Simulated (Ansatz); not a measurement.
A nudged elastic band was laid between two geometries of CH₄BNO (8 atoms, charge 0, multiplicity 1).

These are results of RKS B3LYP/def2-SVP in Ansatz 0.2.0, not measurements.

```
movable images  : 5
climbing image  : yes
spring          : 5.0 eV/Å²
optimiser       : quadratic models (default)
start path      : through a guess of the saddle point
force threshold : 0.05 eV/Å
iteration limit : 60
end points      : relaxed
```

Initial state:

```xyz
8
Properties=species:S:1:pos:R:3
N -0.939 0.718 -0.634
C 0.090 0.720 0.129
B 0.697 -0.730 0.430
O 0.065 -1.753 -0.163
H -1.312 1.660 -0.811
H 0.515 1.653 0.544
H 1.653 -0.946 1.133
H -0.678 -1.379 -0.683
```

Final state:

```xyz
8
Properties=species:S:1:pos:R:3
N 0.117 1.787 0.303
C -0.324 0.687 -0.186
B 0.378 -0.671 0.201
O -0.121 -1.805 -0.341
H -0.436 2.587 -0.037
H -1.193 0.656 -0.880
H 1.324 -0.696 0.953
H 0.347 -2.604 -0.068
```

Task: What changes between the two ends?

Result: No bond is made or broken. The dihedral N1–C2–B3–O4 goes from 1 to -180°.

Task: What energy profile does the band end with?

Result: The run converged. The highest image is number 3 of 0 to 6, 76.5 kJ/mol above the first end and 62.2 kJ/mol above the last; the last end lies 14.3 kJ/mol above the first. A vibrational analysis at the climbing image gives one clearly imaginary mode, 825i cm⁻¹: a first-order saddle point.

```csv
image,path coordinate (Å),energy (kJ/mol),dihedral N1–C2–B3–O4 (°)
0,0.00,0.0,1
1,1.64,23.9,69
2,3.28,25.7,140
3,4.91,76.5,-173
4,5.30,44.6,-167
5,5.69,17.0,-164
6,6.08,14.3,-180
```

Task: What is the geometry of the highest image?

Result: 
```xyz
8
Properties=species:S:1:pos:R:3
N -0.518 1.599 0.626
C -0.292 0.639 -0.193
B 0.111 -0.783 0.376
O 0.485 -1.782 -0.467
H -0.740 2.470 0.121
H -0.346 0.782 -1.296
H 0.032 -0.987 1.569
H 1.360 -1.995 -0.793
```

Task: What are the harmonic wavenumbers there?

Result: 825i, 88, 281, 479, 485, 605, 941, 954, 1112, 1162, 1203, 1342, 1429, 1692, 2580, 2953, 3384, 3984 cm⁻¹.

The band took 29 iterations and about 8 core-minutes.

Run time: 8 min on 1 thread of Arm Neoverse N1 (shared host), peak memory 0.14 GiB.
